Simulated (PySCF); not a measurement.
V²⁺ (vanadium, charge +2): UHF calculation

Configuration: [Ar] 3d2 4s1, high-spin 4F determinant (an excited configuration). Calculation: PySCF 2.14, in aug-cc-pVDZ-DK (7s6p4d2f, 59 functions); scalar relativity by spin-free X2C-1e.

```json
{"Total energy": "-947.232633 hartree", "One-electron energy": "-1281.2726 hartree", "Hartree (Coulomb) energy": "378.0013 hartree", "Exchange energy": "-43.9613 hartree", "⟨S²⟩": "3.7522", "⟨L²⟩": "12.032", "Sum of ⟨r⟩": "15.44 bohr", "Sum of ⟨r²⟩": "22.02 bohr²", "Langevin diamagnetic susceptibility": "-17.4 ×10⁻⁶ cm³/mol"}
```

```
shell  electrons  mean orbital energy (hartree)  rms radius, mean of both spins (bohr)
 1s α          1                     -203.83013                                 0.0768
 1s β          1                     -203.82414                                 0.0768
 2s α          1                      -25.15362                                  0.332
 2s β          1                      -25.09686                                  0.332
 2p α          3                      -21.05531                                  0.303
 2p β          3                      -21.00280                                  0.303
 3s α          1                       -4.19348                                   1.01
 3s β          1                       -4.01920                                   1.01
 3p α          3                       -2.98127                                   1.10
 3p β          3                       -2.78458                                   1.10
 3d α          2                       -1.37550                                   1.31
 4s α          1                       -0.85235                                   2.93
```

Densities and radii are taken from the X2C orbitals without a picture-change correction, which distorts them close to the nucleus.

Spin-orbit constants ζ (cm⁻¹) from the X2C one-electron operator on these orbitals: bare nucleus, nucleus screened by l(l+1)(2l+1)/3 electrons, and screened by the Breit-Pauli mean field of the electrons.

```
shell   bare  screened nucleus  mean field
   2p  40800             37250       35640
   3p   4568              4171        3962
   3d  428.3             242.1       215.0
```

To first order the Landé constant is A = 71.68 cm⁻¹, so the lowest level has J = 3/2 and lies 0.0533 eV below the centre of the term. This holds in LS coupling only.
